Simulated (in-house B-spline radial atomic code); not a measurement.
Ta⁺ is squeezed into an impenetrable sphere of radius R (the orbitals vanish at R). Computed with a radial B-spline atomic code at the basis-set limit: Dirac-Kohn-Sham LDA VWN5, spherical fractional occupations, Fermi nucleus of rms radius 5.3507 fm.

Energies in eV above the free ion in [Xe] 4f14 5d3 6s1:

| R (bohr) | highest level (eV) | [Xe] 4f14 5d3 6s1 | [Kr] 4d10 4f14 5s2 5p5 5d4 6s1 | [Kr] 4d9 4f14 5s2 5p6 5d3 6s1 6f1 |
| --- | --- | --- | --- | --- |
| 9.6 | -10.5 | 0.002322 | 37.08 | 242.6 |
| 6.54 | -10.2 | 0.2518 | 37.29 | 252.9 |
| 5.28 | -9.24 | 1.523 | 38.5 | 264.6 |
| 4.18 | -5.81 | 7.215 | 44.31 | 288.9 |
| 3.84 | -2.65 | 11.85 | 49.19 | 303.2 |
| 2.82 | 24.9 | 61.83 | 102.5 | 408.8 |
| 2.59 | 40.4 | 95.42 | 138.1 | 465.8 |
| 2.36 | 64 | 152.3 | 197.8 | 554.1 |
| 1.85 | 178 | 496.9 | 555.1 | 1022 |
| 1.44 | 439 | 1560 | 1641 | 2314 |

Task: Does [Kr] 4d10 4f14 5s2 5p5 5d4 6s1 fall below [Xe] 4f14 5d3 6s1 under compression?

Result: No, it stays above over the whole range.

Task: Does [Kr] 4d9 4f14 5s2 5p6 5d3 6s1 6f1 fall below [Xe] 4f14 5d3 6s1 under compression?

Result: No, it stays above over the whole range.

The highest level is first positive in the row R = 2.82 bohr, pushed up by confinement above the zero of the free ion's potential. Each configuration is held fixed and needn't be the lowest in the sphere.
